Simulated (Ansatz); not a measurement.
Consider the isomerisation: `C[SiH2]OCN` → `C[SiH](N)CO`.

Isolated molecules relaxed with PBE0-D4/def2-TZVP in Ansatz; ΔE leaves out vibrations. CCSD(T)/CBS adds triple-zeta CCSD(T) − MP2 to the extrapolated MP2 energy (def2 sets, frozen cores). Functionals use def2-TZVPP. B3LYP here is the variant with VWN-RPA as its local correlation; programs differ in this. HSE06 is defined as in plane-wave codes. Each species was taken in one conformer, which may not be the lowest.

`C[SiH2]OCN`:

Z-matrix (Å, degrees):
```
C
Si 1 1.864
H 1 1.093 2 111.4
H 1 1.094 2 110.2 3 119.5
H 1 1.093 2 111.0 3 -120.7
O 2 1.646 1 112.7 3 62.7
H 2 1.494 1 108.9 3 -58.6
H 2 1.483 1 110.7 3 -179.4
C 6 1.406 2 123.5 1 -70.9
N 9 1.432 6 109.0 2 -155.3
H 9 1.097 6 109.9 2 86.8
H 9 1.105 6 108.6 2 -30.8
H 10 1.011 9 112.1 6 80.0
H 10 1.010 9 111.6 6 -157.2
```

`C[SiH](N)CO`:

Cartesian coordinates in Å:
```
C -0.986 -0.910 -1.199
Si -0.532 -0.031 0.380
N -0.355 1.655 0.002
C 1.182 -0.524 0.995
O 2.169 -0.006 0.113
H -0.193 -0.790 -1.941
H -1.919 -0.529 -1.621
H -1.117 -1.979 -1.015
H -1.547 -0.312 1.442
H -0.304 2.328 0.751
H -0.888 2.037 -0.764
H 1.349 -0.177 2.026
H 1.295 -1.613 1.018
H 1.846 0.853 -0.188
```

| level | ΔE (kJ/mol) | difference from CCSD(T)/CBS |
| --- | --- | --- |
| LDA (SPW92) | -11.2 | -5.0 |
| PBE-D4 | -11.6 | -5.4 |
| revPBE-D4 | -12.1 | -5.9 |
| BLYP-D4 | -5.1 | 1.1 |
| r2SCAN-D4 | -6.7 | -0.5 |
| B97M-V | -2.9 | 3.3 |
| PBE0-D4 | -9.0 | -2.8 |
| r2SCANh-D4 | -6.2 | 0.0 |
| r2SCAN0-D4 | -5.4 | 0.8 |
| HSE06-D4 | -8.9 | -2.7 |
| BHLYP-D4 | 1.9 | 8.1 |
| CAM-B3LYP-D4 | -0.3 | 5.9 |
| ωB97X-V | -2.7 | 3.5 |
| ωB97M-V | -7.8 | -1.6 |
| B2PLYP | -0.5 | 5.7 |
| PBE | -8.9 | -2.7 |
| revPBE | -7.1 | -0.9 |
| BLYP | 0.6 | 6.8 |
| r2SCAN | -6.1 | 0.1 |
| PBE0 | -6.7 | -0.5 |
| B3LYP | 1.3 | 7.5 |
| r2SCANh | -5.6 | 0.6 |
| r2SCAN0 | -4.7 | 1.5 |
| HSE06 | -6.8 | -0.6 |
| BHLYP | 5.6 | 11.8 |
| CAM-B3LYP | 2.0 | 8.2 |
| LC-ωPBE | -7.5 | -1.3 |
| HF/def2-SVP | 19.1 | 25.3 |
| MP2/def2-SVP | 3.5 | 9.7 |
| CCSD(T)/def2-SVP | 7.1 | 13.3 |
| HF/def2-TZVPP | 19.0 | 25.2 |
| SCS-MP2/def2-TZVPP | 0.4 | 6.6 |
| CCSD/def2-TZVPP | -1.0 | 5.2 |
| CCSD(T)/def2-TZVPP | -3.4 | 2.8 |
| HF/def2-QZVPP | 20.2 | 26.4 |
| MP2/def2-QZVPP | -7.3 | -1.1 |
| SCS-MP2/def2-QZVPP | -1.0 | 5.2 |
| HF/CBS(def2) | 20.3 | 26.5 |
| MP2/CBS(def2) | -8.9 | -2.7 |
| CCSD/CBS(def2) | -3.8 | 2.4 |
| CCSD(T)/CBS | -6.2 | 0 |

Task: What do rigid-rotor, harmonic-oscillator terms from PBE0-D4/def2-TZVP frequencies (298.15 K, 1 bar) make of the CCSD(T)/CBS value? (Estimate.)

Result: Computed: ΔZPE = +1.8 kJ/mol, ΔH = -4.3 kJ/mol, ΔS = -12 J/(mol·K), ΔG = -0.6 kJ/mol. Modes under 50 cm⁻¹ make the entropy rough.

Largest T1 diagnostic among the species: 0.011.

At CCSD(T), def2-SVP lies +13.3 kJ/mol from the extrapolated value and def2-TZVPP +2.8 kJ/mol. In def2-TZVPP, CCSD(T) changes the Hartree–Fock value by −22.4 kJ/mol (the triples alone add −2.4 kJ/mol) and MP2 by −25.1 kJ/mol.

CCSD(T)/CBS has its own doubt, a few kJ/mol and more with outer-core shells, so smaller differences from it don't rank the levels.
